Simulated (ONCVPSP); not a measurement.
## Before and after: ONCV potential for titanium

| Property | Result |
| --- | --- |
| Element | Ti (Z = 22) |
| Generator | ONCVPSP 4.0.1 |
| Type | optimised norm-conserving Vanderbilt (ONCV) |
| Functional | PBE |
| Relativity | scalar-relativistic |
| Frozen core | [Ne] |
| Valence charge | 12 |
| Reference configuration | 3s2 3p6 3d2 4s2 |
| Partial waves | 3s+4s: rc 1.75 bohr, ncon 4, nbas 8, qcut 6.1 1/bohr, 2 projectors; 3p: rc 1.60 bohr, ncon 4, nbas 7, qcut 10.9 1/bohr, 2 projectors, debl 3.7 Ha; 3d: rc 1.65 bohr, ncon 4, nbas 9, qcut 9.5 1/bohr, 2 projectors, debl 0.5 Ha |
| Local potential | polynomial inside 1.45 bohr (lpopt 5, dvloc0 3 Ha) |
| Core correction | Teter function, fcfact 4, rcfact 1.25 |

All-electron outer shells of the reference configuration (PBE, scalar-relativistic, ld1.x):

```tsv
shell	level (eV)	outermost node (bohr)	outermost maximum (bohr)
2p	-444.26	–	0.22
3s	-62.63	0.40	0.87
3p	-38.86	0.37	0.90
4s	-4.47	1.24	2.92
3d	-4.26	–	0.98
```

Change: core [Ne] 3s2, valence charge 10; reference 3p6 3d2 4s2; waves now 4s: rc 2.45 bohr, ncon 4, nbas 9, qcut 2.4 1/bohr, 2 projectors, debl 0.3 Ha; 3p: rc 1.15 bohr, ncon 3, nbas 6, qcut 7.8 1/bohr, 2 projectors, debl 1.2 Ha; 3d: rc 2.65 bohr, ncon 4, nbas 9, qcut 4.9 1/bohr, 2 projectors, debl 2.8 Ha; local potential polynomial inside 1.10 bohr (lpopt 4, dvloc0 3 Ha). In the p channel the program set the typed energies aside and used -1.428, 0.250 Ha.

Cutoffs: the cutoffs (Ha) at which the residual kinetic energy of the hardest occupied pseudo-wave falls to 1 and 0.1 mHa per electron; they do not see the model core or the augmentation charge, which bear on the density cutoff. Errors are all-electron minus pseudo energies relative to the spin-unpolarised reference configuration.

**Question.** What does the change do?

**Answer.** The potential gets softer (33 Ha and 38 Ha → 19 Ha and 24 Ha); a bound ghost appears in s, which as a rule spoils a file; the number of tests with a reliable result goes from 4 to 0. The shells moved into the core no longer need plane waves of their own. Several settings change at once here, so the effects cannot be laid on one of them.

| quantity | base | changed |
| --- | --- | --- |
| cutoff, loose | 33 Ha | 19 Ha |
| cutoff, tight | 38 Ha | 24 Ha |
| loose cutoff by channel | s 10 Ha, p 20 Ha, d 33 Ha | s 2.6 Ha, p 19 Ha, d 11 Ha |
| bound ghosts | none | s |
| GHOST(+) flags under 300 eV | none | none |
| tests with a reliable result | 4 of 4 | 0 of 4 |
| rms error of d²Exc/dni dnj with the model core, mHa | 1.05 | 4.32 |

Changed file: The cutoffs count occupied waves only; projector 2 of the d channel, the hardest unoccupied one, needs 51 Ha at the loose tolerance. A true bound ghost makes a file unfit for plane-wave use even where its test errors are small: the radial tests pick states by their node count and pass the ghost by.
